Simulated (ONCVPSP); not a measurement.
# Configuration tests for Cr (Z = 24) (ONCV)

ONCVPSP 4.0.1 input, shortened (lines: element, Z, core and valence counts, functional; n l f; lmax; l rc ep ncon nbas qcut; lloc lpopt rc5 dvloc0; l nproj debl; icmod fcfact rcfact), PW91, scalar-relativistic:

```
  Cr 24.00    3    4  -109134      upf
    1    0    2.00
    2    0    2.00
    2    1    6.00
    3    0    2.00
    3    1    6.00
    3    2    5.00
    4    1    1.00
    2
    0    1.20    0.00    4    8    9.00
    1    1.85    0.00    3    7    7.70
    2    2.20    0.00    4    9    6.10
    4    3    1.10    1.00
    0    2    1.20
    1    2    1.10
    2    2    1.70
    3    5.25    1.60
```

In the s channel the program set the typed energies aside and used -2.770, 0.250 Ha.

Energies are relative to the spin-unpolarised reference configuration 3s2 3p6 3d5 4p1; without spin polarisation the order of configurations can differ from experiment.

(1) Give the all-electron excitation energy and the error of the potential for: 3s2 3p6 3d5 4s1 4p0; 3s2 3p6 3d5 4p0; 3s2 3p6 3d4 4p0; 3s1 3p6 3d5 4s1 4p0.

Results:

(1)

| valence configuration | charge | ΔE all-electron (eV) | error AE − PS (meV) |
| --- | --- | --- | --- |
| 3s2 3p6 3d5 4s1 4p0 | 0 | -3.142 | +2.7 |
| 3s2 3p6 3d5 4p0 | +1 | 3.794 | +3.3 |
| 3s2 3p6 3d4 4p0 | +2 | 19.920 | +70 |
| 3s1 3p6 3d5 4s1 4p0 | +1 | 77.117 | -596 |
